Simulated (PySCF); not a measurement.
BI3, SMILES IB(I)I. Geometry optimised at B3LYP-D3(BJ)/def2-SVP. The isomer is the one that the SMILES or the coordinates give; other isomers of the formula were not compared. The def2 effective core potentials stand for the cores of I; spin–orbit coupling is left out.

Computed equilibrium geometry at B3LYP-D3(BJ)/def2-SVP (PySCF confirms it by a frequency run) as Cartesian coordinates in Å, and its point group:
point group D3h.
```xyz
4

B      0.0000     0.0000     0.0000
I      2.1341     0.0000     0.0000
I     -1.0670    -1.8482     0.0000
I     -1.0670     1.8482     0.0000
```
Charge 0, spin multiplicity 1.
